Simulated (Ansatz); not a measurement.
Two isomers of GeH6O3Si: A = `[OH][GeH]([OH])[O][SiH3]`, B = `O[SiH](O)[O][GeH3]`.

Isolated molecules relaxed with PBE0-D4/def2-TZVP in Ansatz; ΔE leaves out vibrations. CBS: MP2 limit from def2 TZ/QZ plus the TZ coupled-cluster correction, frozen cores. Functionals use def2-TZVPP. For Ge outer-core shells are correlated without core-valence functions, which leaves a few kJ/mol of doubt a bond. Scalar relativity is left out up to krypton. Each species was taken in one conformer, which may not be the lowest.

A:

```xyz
11

O    -1.5271    1.0946    0.8097
Ge    0.2057    0.8353    0.9727
O     0.4859   -0.0939    2.4441
O     0.8048   -0.1710   -0.3462
Si    0.1683   -0.7155   -1.7574
H    -2.0403    0.3939    1.2211
H     0.8987    2.1921    0.9563
H     1.0453   -0.8571    2.2779
H    -1.0399   -1.5482   -1.5107
H    -0.2062    0.4148   -2.6474
H     1.2048   -1.5449   -2.4203
```

B:

```xyz
11

O     0.868    1.818   -0.295
Si   -0.268    0.773   -0.831
O    -0.039    0.540   -2.435
O    -0.198   -0.684   -0.111
Ge   -0.093   -1.209    1.586
H     1.746    1.744   -0.671
H    -1.559    1.421   -0.529
H    -0.256   -0.330   -2.774
H    -1.004   -0.313    2.440
H    -0.570   -2.666    1.591
H     1.373   -1.094    2.030
```

Task: Which isomer does CCSD(T)/CBS put lower? Give the gap. (An estimate is asked.)

Result: The calculation gave: B, by 33.5 kcal/mol.

Task: Give E(B) − E(A) in kcal/mol with CCSD(T)/def2-TZVPP, HF/def2-TZVPP, PBE-D4, B2PLYP, MP2/def2-TZVPP, PBE0-D4, ωB97M-V. (Estimate.)

Result: Ansatz gave: CCSD(T)/def2-TZVPP -32.3, HF/def2-TZVPP -33.8, PBE-D4 -32.1, B2PLYP -33.1, MP2/def2-TZVPP -32.3, PBE0-D4 -33.4, ωB97M-V -34.2. None reverses the order clearly.

Largest T1 diagnostic: 0.012.

From PBE to PBE0 (25 % exact exchange), in def2-TZVPP and without D4, E(B) − E(A) moves by −1.4 kcal/mol. In def2-TZVPP, CCSD(T) changes the Hartree–Fock value by +1.5 kcal/mol (the triples alone add +0.6 kcal/mol) and MP2 by +1.5 kcal/mol.
